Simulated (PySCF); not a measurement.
## Er(III) with more and more SH

Computed with PySCF 2.14.0, PBE0, def2-SVP on the ligands, density fitting, scalar-relativistic core potentials, no spin-orbit coupling, vacuum. The metal has lcecp-1-SVP with ECP57. Each complex is relaxed within the symmetry of its template. Distances are means of the shortest metal–ligand contacts, charges and spins Mulliken's; removal energies are rigid, with the ligand's formal charge and no counterpoise, so too large; for an anion taken off a cation in vacuum most of it is the attraction of opposite charges, and multiply charged cations can part far more cheaply with an electron moved from ligand to metal. lcecp potentials hold a fixed number of 4f electrons in the core, out of states, spins and gaps.

**Question.** Order these by the metal–ligand distance, lowest first.
A. [Er(SH)2]+
B. Er(SH)3
C. [Er(SH)4]−

**Answer.** A (2.458), B (2.553), C (2.626).

**Question.** What else do they give?

**Answer.** 
| complex | point group | M–SH (Å) | charge on M (e) | dipole (D) | removal of one SH (eV) | strongest infrared band, degenerate modes summed (cm⁻¹) | unstable modes (below −25 cm⁻¹) |
| --- | --- | --- | --- | --- | --- | --- | --- |
| [Er(SH)2]+ | C2v | 2.458 | 1.10 | – | 14.80 | – | 0 |
| Er(SH)3 | C3, nearly planar | 2.553 | 0.82 | 0.18 | 9.27 | 317 | 0 |
| [Er(SH)4]− | S4 | 2.626 | 0.55 | – | 4.68 | 270 | 0 |

The more ligands, the longer each bond and the weaker the last ligand is held.

Moved off a saddle point of the template and relaxed again: [Er(SH)2]+, Er(SH)3. One start shape was tried for each, so a minimum needn't be the lowest isomer.
